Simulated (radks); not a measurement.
Task: Species: Nb8+. Configuration: [Ar] 3d10 4s2 4p3 (the NIST ground configuration). All-electron calculation, scalar-relativistic Kohn-Sham, BLYP, spin-polarised, spherical densities, finite nucleus; open shells are filled with parallel spins first (spin-orbit coupling, left out, can overturn this in heavy ions); Fermi nuclear charge, rms radius 4.324 fm. Program: a radial shooting solver on a logarithmic mesh with Libxc functionals. Some entries of the table are withheld. Estimate them.

| orbital | occ. | eigenvalue (Ry) | r(max) (bohr) | <r> (bohr) |
|---|---|---|---|---|
| 1s up | 1 | -1392.660 | 0.02349 | 0.03609 |
| 1s down | 1 | -1392.616 | 0.02349 | 0.03609 |
| 2s up | 1 | -203.2971 | 0.1332 | 0.1580 |
| 2s down | 1 | -203.2711 | 0.1332 | 0.1580 |
| 2p up | 3 | -182.6401 | 0.1064 | 0.1377 |
| 2p down | 3 | -182.5983 | 0.1064 | 0.1377 |
| 3s up | 1 | -41.90866 | 0.3949 | 0.4422 |
| 3s down | 1 | -41.85611 | 0.3951 | 0.4420 |
| 3p up | 3 | -35.14940 | 0.3885 | (1) |
| 3p down | 3 | -35.09031 | 0.3886 | (2) |
| 3d up | 5 | -24.10211 | 0.3330 | 0.4298 |
| 3d down | 5 | -24.03914 | 0.3331 | 0.4288 |
| 4s up | 1 | (3) | 0.9934 | 1.070 |
| 4s down | 1 | (4) | 0.9885 | 1.071 |
| 4p up | 3 | (5) | 1.055 | 1.144 |
| 4p down | 0 | (6) | 1.052 | 1.150 |

Result: 
(1) 3p up <r> (bohr): 0.4443
(2) 3p down <r> (bohr): 0.4439
(3) 4s up eigenvalue (Ry): -13.07634
(4) 4s down eigenvalue (Ry): -12.72370
(5) 4p up eigenvalue (Ry): -11.09086
(6) 4p down eigenvalue (Ry): -10.74214
